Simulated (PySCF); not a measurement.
Cartesian coordinates in Å; atom numbers follow the order of the lines, from 1:
```xyz
24

C    -0.8061   -1.7431   -0.2317
C    -0.8149   -0.2398    0.0736
C    -1.6626   -0.0036    1.3254
C    -1.4436    0.5074   -1.1016
C     0.6345    0.2333    0.3561
Si    0.9230    2.1371    0.4289
C     1.6242   -0.3026   -0.6154
F     1.5007    0.1470   -1.8852
C     2.6223   -1.1237   -0.3180
F     3.5301   -1.5358   -1.2219
H    -1.8255   -2.1146   -0.3125
H    -0.2970   -1.9489   -1.1705
H    -0.3027   -2.2954    0.5598
H    -2.6879   -0.3192    1.1455
H    -1.2748   -0.5716    2.1683
H    -1.6752    1.0486    1.5953
H    -0.8412    0.4072   -1.9996
H    -2.4314    0.1014   -1.3122
H    -1.5523    1.5655   -0.8716
H     0.9184   -0.1785    1.3295
H     2.2667    2.3078    0.9857
H     0.8458    2.7188   -0.9062
H    -0.0573    2.7540    1.3222
H     2.7950   -1.5317    0.6638
```

One averaged value for each set of equivalent atoms, isolated molecule, non-relativistic, single conformer. Shieldings: GIAO PBE0/pcSseg-1; GFN2-xTB structure; PySCF.

List the cross peaks expected in HSQC, COSY and HMBC spectra.

Results:



HSQC (one-bond C–H):
| δH | δC |
| --- | --- |
| 6.42 (H24) | 142.5 (C9) |
| 1.31 (H20) | 39.0 (C5) |
| 1.13 (H11/H12/H13/H14/H15/H16/H17/H18/H19) | 32.1 (C1/C3/C4) |

COSY cross peaks (H two or three bonds apart, from the bond graph; peaks can be absent where the dihedral angle is near 90°):
| δH | δH |
| --- | --- |
| 4.07 (H21/H22/H23) | 1.31 (H20) |

HMBC (two and three bonds, from the bond graph):
| δH | δC |
| --- | --- |
| 6.42 (H24) | 160.9 (C7), 39.0 (C5) |
| 4.07 (H21/H22/H23) | 160.9 (C7), 39.0 (C5), 33.8 (C2) |
| 1.31 (H20) | 160.9 (C7), 142.5 (C9), 33.8 (C2), 32.1 (C1/C3/C4) |
| 1.13 (H11/H12/H13/H14/H15/H16/H17/H18/H19) | 39.0 (C5), 33.8 (C2), 32.1 (C1/C3/C4) |

Shifts are taken against calculated references (same method and geometry level): TMS for 1H (σ = 31.72 ppm) and 13C (σ = 186.93 ppm).

Short H···H contacts in this conformer between protons four or more bonds apart (candidates for NOE cross peaks, intensity ∝ r⁻⁶): H16···H23 2.37 Å, H15···H20 2.38 Å, H20···H24 2.41 Å.

Shifts are as computed. Against solution values, carbons near 30 ppm lie about +3 ppm off and those near 130 ppm about +5 ppm. Of 1211 compounds with measured shifts, 218 miss one by over three times the rms of a fit or turn the order of signals round; such compounds aren't used in these exercises.
